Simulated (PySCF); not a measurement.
What went wrong, or what changed?

The sound run of [WO(OH)3]+ (singlet) uses PySCF 2.14.0, RKS PBE, W def2-SVP with ECP60, O def2-SVP, H def2-SVP; non-relativistic Hamiltonian with scalar-relativistic core potentials where named; density fitting; no spin-orbit coupling, grid (50, 194), threshold 1e-8 and 55 cycles at the relaxed geometry. This run differs:

```python
mol = gto.M(atom='''
W     -0.28495     0.00000     0.21867
O      0.62089     0.00000     1.64642
O      0.13834     1.50621    -0.74463
H      0.69312     2.31480    -0.72239
O     -2.06946     0.00000     0.65787
H     -2.67798     0.00000     1.42735
O      0.13834    -1.50621    -0.74463
H      0.69312    -2.31480    -0.72239''',
    basis={'W': 'def2-SVP', 'O': 'def2-SVP', 'H': 'def2-SVP'},
    ecp={'W': 'def2-SVP'},
    charge=1, spin=0)
mf = dft.RKS(mol, xc='PBE')
mf.grids.atom_grid = (50, 194)
mf = mf.density_fit()  # fitting sets: W def2-universal-JKFIT, O def2-universal-JKFIT, H def2-universal-JKFIT
mf.conv_tol = 1e-08; mf.max_cycle = 99
mf.kernel(mf.get_init_guess(key='1e'))
mf.nuc_grad_method().kernel()
```

**Question.** What was changed, and how did it end?

**Answer.** The start was changed to the bare core Hamiltonian. It converged in 17 cycles, 0.000 eV from the sound run, largest force component 0.01 eV/Å. The cycle limit differs too. No harm here: the result survives it.
```
init E= -338.961132293193
cycle= 1 E= -297.946444407369  delta_E=   41  |g|= 11.1  |ddm|= 42.2
cycle= 2 E= -311.325177715865  delta_E= -13.4  |g|= 11.1  |ddm|=   52
cycle= 3 E= -352.169493709708  delta_E= -40.8  |g|= 7.39  |ddm|= 32.7
cycle= 4 E= -348.470934151592  delta_E=  3.7  |g|= 7.96  |ddm|= 9.19
cycle= 5 E= -367.631699044317  delta_E= -19.2  |g|= 2.59  |ddm|= 6.57
...
cycle= 15 E= -369.226425705034  delta_E= -3.09e-06  |g|= 0.00106  |ddm|= 0.00239
cycle= 16 E= -369.226425937508  delta_E= -2.32e-07  |g|= 0.000166  |ddm|= 0.000794
cycle= 17 E= -369.226425943427  delta_E= -5.92e-09  |g|= 1.9e-05  |ddm|= 0.000151
Extra cycle  E= -369.226425941891  delta_E= 1.54e-09  |g|= 9.01e-05  |ddm|= 7.21e-05
converged SCF energy = -369.226425941891
```

Run from Python with OMP_NUM_THREADS=2; the lines above give its settings.
It took 5.5 s on 2 threads of Arm Neoverse V2, on a shared host.
